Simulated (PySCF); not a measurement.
Calculation: PBE-D3(BJ)/def2-TZVP // r2SCAN-D4/def2-SVP (PySCF). Gas-phase values, no solvent. One relaxed conformer stands for a flexible species; it need not be the lowest. 

Reference species: [Nb(F)5] (neutral, multiplicity 1).

```yaml
HOMO–LUMO gap: 6.01 eV
coordination_number: 5
HOMO: -10.21 eV
LUMO: -4.20 eV
```

After one change: the HOMO–LUMO gap falls by 2.60 eV; the coordination number is nearly the same; the HOMO increases by 5.08 eV; the LUMO rises by 2.48 eV.

Which change was made? The new species is one of these.
A. [Nb(F)(NH2)4]
B. [Nb(F)2(NH2)3]
C. [Nb(NH2)5]
D. [Nb(F)3(NH2)2]

C, [Nb(NH2)5]
